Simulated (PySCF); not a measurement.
Unknowns

[PySCF 2.14.0 with density-fitted response routines: structure optimised with PBE0-D3(BJ)/def2-SVP; GIAO PBE0/pcSseg-1 shieldings; B3LYP/pcJ-1 coupling constants (spin–dipole term left out of most H,H and C,H couplings); fast rotation and ring inversion assumed for equivalent nuclei; relativity neglected; no solvent; single conformer]

Chemical shifts δ = σref − σ; 1H, 13C vs TMS, all at this level. Multiplet labels drop J under 1 Hz and among equivalent protons, and merge close values. Unscaled 3J(H,H) run several per cent high. Where no couplings were computed, multiplicities follow the n + 1 count of equivalent neighbours, and m marks all less simple cases (inequivalent or close neighbours, rings, F or P nearby). Shifts are as computed. Against solution values, carbons near 30 ppm lie about +2 ppm off and those near 130 ppm about +5 ppm. Of 1211 compounds with measured shifts, 218 miss one by over three times the rms of a fit or turn the order of signals round; such compounds aren't used in these exercises.

(1) C9H14Si. 1H NMR (400 MHz, computed): δ 7.56 (m, 2H), 7.43 (m, 2H), 7.42 (m, 1H), 0.26 (s, 9H). 13C{1H} NMR (computed): δ 145.0 (C), 139.3 (CH), 134.4 (CH), 133.2 (CH), -0.8 (CH3). Identify the compound.

(2) C5H7N. 1H NMR (400 MHz, computed): δ 7.50 (d, J = 20.0 Hz, 1H), 7.11 (d, J = 20.0 Hz, 1H), 6.35 (dd, J = 18.5, 11.7 Hz, 1H), 5.90 (dd, J = 18.5, 2.2 Hz, 1H), 5.49 (dtd, J = 11.7, 1.9, 1.1 Hz, 1H), 4.47 (d, J = 1.7 Hz, 1H), 4.31 (d, J = 1.1 Hz, 1H). 13C{1H} NMR (computed): δ 167.0, 155.8, 142.2, 125.4, 103.2. Give a structure.

## Answers

(1) `InChI=1S/C9H14Si/c1-10(2,3)9-7-5-4-6-8-9/h4-8H,1-3H3`. Rings plus π bonds: 4 (1 ring in the answer). 5 carbon signals for 9 carbons: some carbons are equivalent by symmetry or fast rotation. Carbon types of the structure: 1 × C, 5 × CH, 3 × CH3, which accounts for all hydrogens. δC 145.0: substituted aromatic carbon. δC 139.3, 134.4, 133.2: aromatic CH; the aromatic region. δH 7.56, 7.43, 7.42: hydrogen on an aromatic CH; the ring current deshields protons in the ring plane. δH 0.26: hydrogen on a methyl carbon bonded to Si; an electropositive neighbour shields it, as in TMS itself.

The shifts were computed for this structure.

(2) `N(C(C=C)=C)=C`. Rings plus π bonds: 3 (no ring in the answer). 5 carbon signals for 5 carbons: no two carbons are equivalent. Carbon types of the structure: 1 × C, 1 × CH, 3 × CH2, which accounts for all hydrogens. δC 167.0: fully substituted alkene carbon. δC 155.8: C=N carbon. δC 142.2: alkene CH; the olefinic region. δC 125.4, 103.2: terminal =CH2 carbon; an sp2 carbon of a C=C bond. The protons at 7.11 and 7.50 share a coupling of 20.0 Hz (geminal). The protons at 5.90 and 6.35 share a coupling of 18.5 Hz (vicinal, trans across C=C). The protons at 5.49 and 6.35 share a coupling of 11.7 Hz (vicinal, cis across C=C).

The shifts were computed for this structure.
